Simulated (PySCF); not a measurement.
The vertical singlet excitations below were computed for one of the candidates. Method: PySCF, TDDFT PBE0/def2-SVPD, vertical, gas phase, core orbitals frozen in the response. Geometries: GFN2-xTB, one conformer each.

```json
{"state": "S1", "ν̃ (cm⁻¹)": "43060", "f": "0.0002", "main configurations (H = HOMO, L = LUMO)": "H→L (98%)"}
{"state": "S2", "ν̃ (cm⁻¹)": "48770", "f": "0.019", "main configurations (H = HOMO, L = LUMO)": "H→L+1 (69%), H→L+2 (24%)"}
{"state": "S3", "ν̃ (cm⁻¹)": "49290", "f": "0.0022", "main configurations (H = HOMO, L = LUMO)": "H→L+3 (60%), H-1→L (27%)"}
{"state": "S4", "ν̃ (cm⁻¹)": "49890", "f": "0.013", "main configurations (H = HOMO, L = LUMO)": "H-1→L (57%), H→L+2 (21%), H→L+3 (9%)"}
{"state": "S5", "ν̃ (cm⁻¹)": "49990", "f": "0.021", "main configurations (H = HOMO, L = LUMO)": "H→L+2 (51%), H-1→L (14%), H→L+3 (14%)"}
{"state": "S6", "ν̃ (cm⁻¹)": "53840", "f": "0.076", "main configurations (H = HOMO, L = LUMO)": "H→L+4 (60%), H-1→L+1 (16%)"}
{"state": "S7", "ν̃ (cm⁻¹)": "54320", "f": "0.103", "main configurations (H = HOMO, L = LUMO)": "H-1→L+1 (35%), H→L+5 (24%), H→L+4 (11%)"}
{"state": "S8", "ν̃ (cm⁻¹)": "54650", "f": "0.035", "main configurations (H = HOMO, L = LUMO)": "H→L+5 (68%), H→L+4 (16%)"}
```

Triplets computed (Tamm–Dancoff): 4.23, 5.31, 5.33 eV.

Orbital energies (eV): HOMO-3 -10.21, HOMO-2 -10.09, HOMO-1 -7.13, HOMO -6.26, LUMO 0.15, LUMO+1 0.58, LUMO+2 0.72.

Question: Which candidate is it? All have the formula C4H7NSi.
A. `C(=N/[SiH2]C)/C#C`
B. `N#C[SiH2]C1CC1`
C. `C/N=C\[SiH2]C#C`
D. `[SiH3]N1C=CC=C1`

Answer: D. Its S1 lies at 5.34 eV; the nearest of the others has S1 at 3.95 eV. S1 is HOMO→LUMO (98%). Löwdin shares by element: HOMO carbon 84% (atoms not listed hold the other 16%); LUMO silicon 43%, hydrogen 34% or more (atoms not listed hold the other 23%). At the same level the other candidates give, for their lowest levels:
- `C#C/C=N\[SiH2]C`: 3.60 eV (f 0.001); 5.03 eV (f 0.000); 5.53 eV (f 0.272); 6.26 eV (f 0.016); 6.41 eV (f 0.030); T1 3.00 eV; HOMO -7.25, LUMO -1.79 eV
- `C#C[SiH2]/C=N\C`: 3.95 eV (f 0.000); 5.58 eV (f 0.023); 5.73 eV (f 0.061); 6.10 eV (f 0.004); 6.34 eV (f 0.002); T1 3.15 eV; HOMO -6.80, LUMO -1.06 eV
- `N#C[SiH2]C1CC1`: 7.10 eV (f 0.000); 7.16 eV (f 0.039); 7.29 eV (f 0.001); 7.46 eV (f 0.001); 7.55 eV (f 0.011); T1 5.94 eV; HOMO -8.75, LUMO -0.46 eV
